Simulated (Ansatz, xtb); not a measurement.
Diatomic NH+, multiplicity 4 (not the ground state: that is measured with 2S+1 = 2).

Constants: fifth-degree fit in 1/R to seven points, most abundant isotopes. Runs in def2 and cc sets follow the lowest solution found near the PBE0 minimum.

The values were computed with Ansatz (Gaussian orbitals); xtb for the GFN methods.  The GFN methods have no spin term and hold the electronic entropy of 300 K.

```
level                                  r_e (Å)  ω_e (cm⁻¹)  α_e (cm⁻¹)  ω_e x_e (cm⁻¹)
-------------------------------------  -------  ----------  ----------  --------------
GFN1-xTB                                 1.081        2553        0.92              64
GFN2-xTB                                 1.088        2367         1.3             140
SVWN5/def2-TZVPP                         1.128        2449        0.79              92
PBE/def2-TZVPP                           1.114        2504        0.85             100
r2SCAN/def2-TZVPP                        1.092        2687        0.81             100
B97M-V/def2-TZVPP                        1.104        2462        0.86              62
B3LYP/def2-TZVPP                         1.113        2500        0.84              98
PBE0/def2-TZVPP                          1.098        2648        0.81              98
BHLYP/def2-TZVPP                         1.099        2627        0.81              95
CAM-B3LYP/def2-TZVPP                     1.114        2514        0.81              94
wB97X-V/def2-TZVPP                       1.111        2561        0.80              94
wB97M-V/def2-TZVPP                       1.106        2569        0.85             110
B2PLYP/def2-TZVPP                        1.103        2604        0.80              91
CCSD/aug-cc-pVTZ                         1.092        2733        0.74              84
CCSD/def2-TZVPP                          1.090        2742        0.74              85
CCSD/aug-cc-pVQZ                         1.090        2738        0.74              86
CCSD/def2-QZVPP                          1.090        2744        0.74              85
CCSD/aug-cc-pV5Z                         1.090        2738        0.75              86
CCSD(T)/aug-cc-pVTZ                      1.094        2712        0.74              83
CCSD(T)/def2-TZVPP                       1.093        2722        0.74              84
CCSD(T)/aug-cc-pVQZ                      1.093        2715        0.75              85
CCSD(T)/def2-QZVPP                       1.092        2721        0.74              85
CCSD(T)/aug-cc-pV5Z                      1.093        2714        0.75              85
CCSD(T)/CBS(def2-TZVPP, def2-QZVPP)      1.092        2720        0.74              85
CCSD(T)/CBS(aug-cc-pVQZ, aug-cc-pV5Z)    1.093        2711        0.75              84
```

Cores are frozen in the correlated methods. CBS(a, b) extrapolates the correlation energy as X⁻³ and adds the Hartree–Fock energy of set b.

Ansatz is a quantum-chemistry and plane-wave program.
